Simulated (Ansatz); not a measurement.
Consider the isomerisation: `OC([SiH3])[SiH2]Cl` → `CO[SiH]([SiH3])Cl`.

Calculated with Ansatz (gas phase, PBE0-D4/def2-TZVP geometries, no zero-point term in ΔE). CCSD(T)/CBS adds triple-zeta CCSD(T) − MP2 to the extrapolated MP2 energy (def2 sets, frozen cores). DFT in def2-TZVPP. Each species was taken in one conformer, which may not be the lowest.

| level | ΔE (kJ/mol) |
| --- | --- |
| r2SCAN-D4 | -123.2 |
| r2SCANh-D4 | -123.7 |
| r2SCAN0-D4 | -124.4 |
| revPBE | -122.1 |
| BLYP | -126.8 |
| r2SCANh | -124.0 |
| CCSD(T)/def2-SVP | -114.5 |
| CCSD(T)/def2-TZVPP | -120.9 |

(1) What does CCSD(T)/CBS give? (Estimate.)

Largest T1 diagnostic among the species: 0.012.

## Answers

(1) Computed: -120.4 kJ/mol. The listed levels differ from it by -2.8, -3.3, -4.0, -1.7, -6.4, -3.6, 5.9, -0.5 kJ/mol.

In def2-TZVPP, CCSD(T) changes the Hartree–Fock value by +18.8 kJ/mol (the triples alone add +2.7 kJ/mol) and MP2 by +21.4 kJ/mol. At CCSD(T), def2-SVP lies +5.9 kJ/mol from the extrapolated value and def2-TZVPP −0.5 kJ/mol. Leaving LDA and LC-ωPBE aside and taking each functional with its dispersion term where it has one, the values, not all of them listed here, spread over 15.8 kJ/mol, from B97M-V to ωB97M-V. LDA lies +6.6 kJ/mol from PBE without D4.
